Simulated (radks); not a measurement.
Q: The sulfur ion S4+, [Ne] 3s2. Method: non-relativistic Kohn-Sham, exchange-only LDA, spin-polarised, spherical densities, point nucleus; computed with a radial shooting solver on a logarithmic mesh with Libxc functionals. Every spin shell is full or empty, so the densities are truly spherical. Functionals are evaluated on that one density, not self-consistently. Rank these exchange functionals by their error against the exact value of the orbitals, and give that value: LDA, B88, PBEsol, revPBE, RPBE, PW91, AM05, B86b, G96, revTPSS, MVS.

A: Exact: -23.4374 hartree. From best to worst, with 100 (|E| - |E exact|)/|E exact| (equal figures are ties): revPBE -0.04, B88 +0.06, PW91 -0.07, RPBE +0.12, G96 +0.13, B86b +0.16, MVS -0.31, revTPSS -0.40, PBEsol -3.53, AM05 -7.10, LDA -8.17.
